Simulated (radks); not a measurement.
Values are calculated unless marked as measured or tabulated.
Initial-state core-level shifts of the erbium ion Er3+ when its valence configuration changes from [Xe] 4f11. Level of theory: scalar-relativistic Kohn-Sham, PBE, spin-polarised, spherical densities, finite nucleus; open shells are filled with parallel spins first (spin-orbit coupling, left out, can overturn this in heavy ions); Fermi nuclear charge, rms radius 5.2516 fm (a radial shooting solver on a logarithmic mesh with Libxc functionals). Shifts are changes of the shell-averaged eigenvalues in eV (positive: less bound); the change of the density at the nucleus, which sets a Mossbauer isomer shift, is in e/bohr^3, on a base of 9.197e+05.

valence            1s       2p       4d       5s  density at nucleus
4f10 6s1      -11.063  -11.707  -11.639   -7.338             +128.67
4f9 5d2       -16.296  -17.400  -17.248   -8.292              +85.92
4f10.5 5d0.5   -3.808   -4.052   -4.083   -2.084              +19.38
4f9 6s1 6p1   -24.551  -25.954  -25.553  -16.093             +194.59
4f9.5 5d1.5   -11.969  -12.765  -12.725   -6.236              +62.42
4f10 5d1       -7.802   -8.311   -8.331   -4.165              +40.22
4f10 6p1      -12.332  -12.967  -12.902   -8.578              +48.82
4f9 6s2       -23.444  -24.847  -24.446  -15.047             +281.80
